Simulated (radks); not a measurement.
Spherical jellium clusters: N electrons in a uniform positive sphere of charge N and radius rs N^(1/3), rs = 2.7 bohr. Calculated with a radial shooting solver with Libxc functionals: non-relativistic Kohn-Sham, LDA (Slater exchange, Perdew-Wang correlation), spin-polarised, spherical densities. Levels are named by radial order and angular momentum (1s, 1p, 1d, 2s, ...), and open shells are averaged over m.

N = 37, configuration 1s2 1p6 1d10 2s2 1f14 2p(up 3, down 0). This is the lowest configuration that the search found. Occupied and some empty levels:

level    occupation  eigenvalue (eV)  <r> (bohr)
1s up             1          -9.0096       5.109
1s down           1          -8.6993       5.381
1p up             3          -7.6622       6.248
1p down           3          -7.4841       6.372
1d up             5          -6.0679       7.031
1d down           5          -5.9507       7.066
2s up             1          -5.5585       5.925
2s down           1          -5.2008       5.783
1f up             7          -4.2597       7.678
1f down           7          -4.1600       7.672
2p up             3          -3.5037       6.918
2p down           0          -3.1667       7.044
1g up             0          -2.2848       8.327
1g down           0          -2.1821       8.308
2d up             0          -1.5418       8.609
3s up             0          -1.4459       9.078
2d down           0          -1.3308       8.900
3s down           0          -1.2631       9.340

Energy (eV): total -53.3067, kinetic 131.36, external -4870.8, Hartree 2391.2, exchange-correlation -189.43, background 2484.3.

Electron density:

r (bohr)  n(r) (e/bohr^3)
1.03              0.01235
2.13              0.01247
3.23              0.01193
4.33              0.01163
5.43              0.01247
6.53              0.01287
7.63              0.01031
8.73             0.005585
9.83             0.002105
10.9            0.0006577
12.0            0.0001874
13.1           0.00005112
14.2           0.00001366
